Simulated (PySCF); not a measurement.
# Radial density of B (boron, neutral)

PBEsol, [He] 2s1 2p2, high-spin 4P determinant (an excited configuration). Calculation: PySCF 2.14, in aug-cc-pwCVDZ (5s4p2d, 27 functions); no relativity, point nucleus.

| r (bohr) | 4πr²ρ (e/bohr) | 4πr²(ρα − ρβ) |
| --- | --- | --- |
| 0.00670 | 0.03672 | 0.0008 |
| 0.0113 | 0.09973 | 0.0022 |
| 0.0190 | 0.2604 | 0.0058 |
| 0.0319 | 0.6493 | 0.0144 |
| 0.0536 | 1.480 | 0.0326 |
| 0.0902 | 2.930 | 0.0636 |
| 0.152 | 4.566 | 0.0954 |
| 0.255 | 4.848 | 0.1009 |
| 0.429 | 2.847 | 0.1456 |
| 0.722 | 1.093 | 0.5342 |
| 1.21 | 1.310 | 1.2868 |
| 2.04 | 1.185 | 1.1851 |
| 3.44 | 0.3276 | 0.3276 |
| 5.78 | 0.02512 | 0.0251 |
| 9.72 | 0.0002946 | 0.0003 |
